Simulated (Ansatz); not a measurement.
A run of Ansatz (development build ahead of 0.2.0) on doublet BeLiO at this shape:

```yaml
atoms:
  - { symbol: Be, position_ang: [0.0000, 0.0000, 0.0000] }
  - { symbol: Li, position_ang: [0.0000, 0.0000, 4.2300] }
  - { symbol: O, position_ang: [0.0000, 0.0000, -1.6500] }
```

Its results:

```
Converged                       : yes
Total energy                    : -97.35427 hartree
Spin squared of the determinant : 0.750
Stability test                  : minimum among restricted orbitals
```

Which input gives this output? Name the method, the orbitals and the basis set, and write the input.

ωB97X (restricted open-shell) in pcseg-2.

```yaml
crystal:
  periodic: [false, false, false]
  atoms:
    - { symbol: Be, position_ang: [0.0, 0.0, 0.0] }
    - { symbol: Li, position_ang: [0.0, 0.0, 4.23] }
    - { symbol: O, position_ang: [0.0, 0.0, -1.65] }
basis:
  gaussian: { orbitals: pcseg-2 }
magnetization:
  initial_magnetization: 1
hamiltonian:
  xc: { name: wB97X }
```

Caution: stretched shape with no unrestricted run beside it, a lower state can exist; charge can spread falsely over distant fragments.
